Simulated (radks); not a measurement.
Valence configurations of Ta (all share [Xe]). All-electron calculation, Dirac Kohn-Sham, PBE, spin-unpolarised, spherical densities, finite nucleus; open shells fill j = l - 1/2 first; Fermi nuclear charge, rms radius 5.3507 fm. Program: a radial shooting solver on a logarithmic mesh with Libxc functionals. Energies are relative to 4f14 5d3 6s2; eigenvalues in eV.

[
 {"valence": "4f14 5d3 6s2", "E (eV)": "0.000", "e(4f5/2)": "-25.316", "e(4f7/2)": "-23.335", "e(5d3/2)": "-3.740", "e(5d5/2)": "-", "e(6p1/2)": "-"},
 {"valence": "4f14 5d3 6s1.5 6p0.5", "E (eV)": "1.862", "e(4f5/2)": "-25.965", "e(4f7/2)": "-23.984", "e(5d3/2)": "-4.297", "e(5d5/2)": "-", "e(6p1/2)": "-1.987"},
 {"valence": "4f14 5d2 6s2 6p1", "E (eV)": "2.804", "e(4f5/2)": "-28.892", "e(4f7/2)": "-26.909", "e(5d3/2)": "-6.168", "e(5d5/2)": "-", "e(6p1/2)": "-2.594"},
 {"valence": "4f14 5d3 6s1 6p1", "E (eV)": "3.769", "e(4f5/2)": "-26.585", "e(4f7/2)": "-24.603", "e(5d3/2)": "-4.821", "e(5d5/2)": "-", "e(6p1/2)": "-2.277"},
 {"valence": "4f13 5d3 6s2 6p1", "E (eV)": "27.084", "e(4f5/2)": "-37.440", "e(4f7/2)": "-35.371", "e(5d3/2)": "-7.465", "e(5d5/2)": "-", "e(6p1/2)": "-2.639"},
 {"valence": "4f13 5d3 6s1 6p2", "E (eV)": "31.531", "e(4f5/2)": "-38.652", "e(4f7/2)": "-36.583", "e(5d3/2)": "-8.493", "e(5d5/2)": "-", "e(6p1/2)": "-3.169"},
 {"valence": "4f12 5d5 6s2", "E (eV)": "54.473", "e(4f5/2)": "-42.587", "e(4f7/2)": "-40.431", "e(5d3/2)": "-5.909", "e(5d5/2)": "-5.098", "e(6p1/2)": "-"},
 {"valence": "4f12 5d3 6s2 6p2", "E (eV)": "65.854", "e(4f5/2)": "-50.739", "e(4f7/2)": "-48.580", "e(5d3/2)": "-11.667", "e(5d5/2)": "-", "e(6p1/2)": "-3.597"},
 {"valence": "4f11 5d5 6s1 6p2", "E (eV)": "104.18", "e(4f5/2)": "-57.433", "e(4f7/2)": "-55.187", "e(5d3/2)": "-11.231", "e(5d5/2)": "-10.196", "e(6p1/2)": "-3.248"},
 {"valence": "4f10 5d5 6s2 6p2", "E (eV)": "157.32", "e(4f5/2)": "-70.752", "e(4f7/2)": "-68.413", "e(5d3/2)": "-14.677", "e(5d5/2)": "-13.455", "e(6p1/2)": "-3.686"}
]

NIST lists [Xe] 4f14 5d3 6s2 as the ground configuration; this level of theory agrees among the configurations tried. The energies are those of spherical spin-averaged densities, not of single terms.
